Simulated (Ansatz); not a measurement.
**One arrangement of a pair**

The pair of Cl⁻ (SMILES [Cl-], atom 1) and H₂Te (SMILES [TeH2], atoms 2–4), both closed shells, in one local arrangement (a lower one may exist), relaxed at PBE0-D4/def2-TZVPD:

```tsv
atom	x (Å)	y (Å)	z (Å)
Cl1	-0.0269	-0.0981	-2.6100
Te2	0.2389	0.5445	0.2794
H3	0.2161	0.5174	1.9994
H4	-0.4281	-0.9640	0.3311
```

Program: Ansatz 0.2.0. Basis: def2-TZVPPD, with def2-QZVPPD for the basis limit. Cores are frozen in the correlated methods. Filled d shells of the heavier atoms are correlated. Core potentials replace the inner electrons of the atoms past krypton. The def2 sets are not built for correlating such inner shells, so the correlated values are less sure here. B3LYP uses VWN-RPA correlation. Extrapolation: Hartree–Fock as exp(−7.88 √X), correlation as X^−2.97. Interaction energies count from these two fragments, frozen as in the pair, with the counterpoise correction; negative means bound.

**Question.** What is the interaction energy by CCSD(T) at an estimated basis limit (MP2 extrapolated from triple and quadruple zeta, plus CCSD(T) − MP2 in triple zeta)? (Judge from chemistry; the value comes from the calculation.)

**Answer.** The calculation gives: -13.83 kcal/mol. Hartree–Fock alone gives -7.91 kcal/mol at the basis limit. It counts from the two fragments frozen as in the pair.

The same quantity by other methods in triple zeta, and each one's difference from that estimate:
| method | E_int (kcal/mol) | difference |
| --- | --- | --- |
| PBE-D4 | -16.46 | -2.63 |
| revPBE-D4 | -15.94 | -2.11 |
| BLYP-D4 | -14.90 | -1.08 |
| r2SCAN-D4 | -15.26 | -1.43 |
| B97M-V | -15.49 | -1.66 |
| PBE0-D4 | -15.43 | -1.60 |
| B3LYP-D4 | -14.41 | -0.58 |
| HSE06-D4 | -15.52 | -1.69 |
| wB97X-V | -13.34 | 0.49 |
| wB97M-V | -13.48 | 0.34 |
| B2PLYP | -12.15 | 1.67 |
| HF | -7.60 | 6.23 |
| MP2 | -12.49 | 1.34 |
| CCSD | -10.71 | 3.12 |
| CCSD(T) | -11.52 | 2.31 |
Differences are method less estimate.

**Question.** Which atoms make the shortest contact between the fragments?

**Answer.** Cl1 and Te2, 2.97 Å apart.

Energy to bend the free fragments (PBE0-D4 minima) into their shapes in the pair, CCSD(T)/def2-TZVPPD: H₂Te 1.07 kcal/mol. This must be added to the interaction energy to get the binding energy from relaxed fragments.

Basis-set superposition shift (counterpoise-corrected less uncorrected): CCSD(T) 1.13; MP2 1.06; HF 0.07; PBE0-D4 0.07; wB97M-V 0.08 kcal/mol.

T1 diagnostic: at most 0.011.

For scale, one of the runs: CCSD(T)/def2-TZVPPD, 144 basis functions, launched by `ansatz run in.yaml --threads 2 --pin off --events-out ev --progress --plain --max-ram 5222MiB`. The run took 13 s on 2 CPU threads of an Arm Neoverse V1 (shared host), with 0.7 GiB of host memory at its peak.
